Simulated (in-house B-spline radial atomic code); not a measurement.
Configurations of F II (F+), with energies counted from [He] 2s2 2p4. All numbers are computed (non-relativistic PBE0, spin-polarised, spherical fractional occupations, exact exchange averaged over the configuration; point nucleus) with an all-electron radial atomic-structure program (B-spline basis), not measured. Shells without spins written out take the highest spin.

Occupations are held fixed; configurations that lie above the ionisation limit could autoionise.

```csv
configuration,E - E(ref) (eV),highest orbital,its <r> (bohr)
[He] 2s2 2p3 3p1,24.83,3p up,3.748
[He] 2s2 2p3 3d1,28.38,3d up,4.82
[He] 2s1 2p4 3s1,40.557,3s up,3.214
```

(1) Order these further configurations by energy, lowest first.
A. [He] 2s2 2p3 3s1
B. [He] 2s1 2p5
C. [He] 2s1 2p4 3d1
D. [He] 2s1 2p4 3p1

Results:

(1) B (19.623 eV), A (21.698 eV), D (43.715 eV), C (47.248 eV).
